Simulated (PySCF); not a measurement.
PySCF input:

```python
from pyscf import gto, scf, dft

mol = gto.M(
    atom='''
    Si   -0.00265161   -0.04502314   -1.07571866
    Br    0.20266200    0.04731344    1.45666335
    N     1.34734232   -0.43011567   -1.88273629
    N    -0.81520836    1.49220530   -1.29579879
    N    -1.23363277   -1.28066553   -1.13177967
    H     2.05808139    0.27397581   -2.03339598
    H    -0.18959379    2.27988215   -1.17783026
    H    -1.59584825    1.62585785   -0.66333255
    H    -1.52292826   -1.59912207   -0.21717275
    H    -0.89526719   -2.07620851   -1.65922141
    ''',
    basis='def2-tzvpd',
    charge=-1,
    spin=0,
    verbose=4,
)

mf = dft.RKS(mol, xc='tpssh').density_fit(auxbasis='def2-universal-jkfit')
mf.grids.level = 3
mf.conv_tol = 1e-9
mf.max_cycle = 100
mf.max_memory = 1500
mf.kernel()
if not mf.converged:
    mf = mf.newton()
    mf.kernel(mf.make_rdm1())
mf.analyze()
```

Problem. What final total energy does it print?

Solution. -3031.09551 Eh (TPSSh/def2-TZVPD).

It need not be the lowest isomer of its formula. Whether it binds its extra electron was not tested at this geometry.
